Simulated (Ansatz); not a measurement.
Calculated with Ansatz (gas phase, PBE0-D4/def2-TZVP geometries, no zero-point term in ΔE). CCSD(T)/CBS adds triple-zeta CCSD(T) − MP2 to the extrapolated MP2 energy (def2 sets, frozen cores). This one scheme is used for every species. Functionals use def2-TZVPP. One conformer a species, not always the lowest.

Consider the ligand exchange at the Si–N bond: `C[SiH2]N[SiH3]` + HCl → `C[SiH2]Cl` + `N[SiH3]`.

`C[SiH2]N[SiH3]`:

```xyz
13

C    -1.284    1.125   -1.372
Si    0.062    1.034   -0.084
N    -0.029   -0.400    0.880
Si    1.095   -1.703    0.970
H    -1.197    2.047   -1.954
H    -1.225    0.278   -2.059
H    -2.273    1.116   -0.906
H    -0.034    2.243    0.783
H     1.400    1.013   -0.733
H    -0.808   -0.452    1.522
H     1.902   -1.702   -0.276
H     0.365   -2.994    1.099
H     2.026   -1.605    2.130
```

HCl:

Cartesian coordinates in Å:
```
Cl -0.141 0.444 -0.437
H 0.141 -0.444 0.437
```

`C[SiH2]Cl`:

Z-matrix (Å, degrees):
```
C
Si 1 1.857
H 1 1.092 2 110.8
H 1 1.094 2 110.0 3 119.8
H 1 1.092 2 110.8 3 -120.4
Cl 2 2.062 1 109.6 3 60.1
H 2 1.483 1 111.6 3 178.7
H 2 1.483 1 111.5 3 -58.5
```

`N[SiH3]`:

Z-matrix (Å, degrees):
```
Si
N 1 1.720
H 1 1.486 2 107.9
H 1 1.494 2 116.0 3 -120.3
H 1 1.486 2 107.9 3 119.4
H 2 1.007 1 119.6 3 -168.6
H 2 1.007 1 119.6 3 49.2
```

Q: Is it downhill or uphill in electronic energy at CCSD(T)/CBS, and by how much? (Best estimate.)

A: The calculation gave: Downhill: ΔE = -9.7 kcal/mol.

Q: What do these levels give: LDA (SPW92), revPBE-D4, B97M-V, PBE0-D4, PBE-QIDH, PBE, BHLYP, RPA@PBE/def2-TZVPP, MP2/def2-SVP, SCS-MP2/def2-TZVPP, HF/def2-QZVPP, MP2/CBS(def2)? (An estimate is asked.)

A: Computed: LDA (SPW92) -9.8, revPBE-D4 -10.1, B97M-V -10.8, PBE0-D4 -10.6, PBE-QIDH -10.6, PBE -11.8, BHLYP -11.1, RPA@PBE/def2-TZVPP -8.1, MP2/def2-SVP -8.7, SCS-MP2/def2-TZVPP -9.5, HF/def2-QZVPP -11.2, MP2/CBS(def2) -10.4 kcal/mol.

Largest T1 diagnostic among the species: 0.010.

At CCSD(T), def2-SVP lies +1.5 kcal/mol from the extrapolated value and def2-TZVPP +0.8 kcal/mol. In def2-TZVPP, CCSD(T) changes the Hartree–Fock value by +2.5 kcal/mol (the triples alone add +0.2 kcal/mol) and MP2 by +1.8 kcal/mol.
